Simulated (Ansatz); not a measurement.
CH4F3NSi, SMILES `CN[Si](F)(F)F`, relaxed with RKS PBE0-D4/def2-TZVP in Ansatz 0.2.0 from a PBE-D4/def2-SVP geometry. The force threshold is 0.005 eV/Å; the program also tests the step.

Charge 0, multiplicity 1.

Start:

```xyz
10

C    -1.106    0.426    0.805
N     0.199   -0.180    0.572
Si    0.955   -0.345   -0.936
F    -0.180   -0.476   -2.082
F     1.916   -1.646   -0.935
F     1.910    0.879   -1.403
H    -1.737   -0.208    1.465
H    -1.641    0.521   -0.160
H    -1.046    1.440    1.259
H     0.730   -0.411    1.413
```

Problem. By how much does the energy fall, and how many steps does the optimiser take? (Estimate.)

Solution. Computed: 3.26 kcal/mol, in 12 steps.

Problem. Which bonds change most? (Estimate.)

Solution. Ansatz gave: Si3–F6 from 1.622 to 1.580 Å; Si3–F5 from 1.617 to 1.575 Å; Si3–F4 from 1.618 to 1.577 Å; N2–Si3 from 1.695 to 1.670 Å.

Problem. Give the relaxed structure. (An estimate is asked.)

Solution. The calculation gave: 
```xyz
10

C    -1.069    0.473    0.806
N     0.148   -0.269    0.538
Si    0.926   -0.366   -0.937
F    -0.087   -0.725   -2.090
F     2.051   -1.465   -0.847
F     1.626    0.964   -1.424
H    -1.771   -0.125    1.393
H    -1.566    0.722   -0.133
H    -0.879    1.410    1.340
H     0.621   -0.618    1.354
```
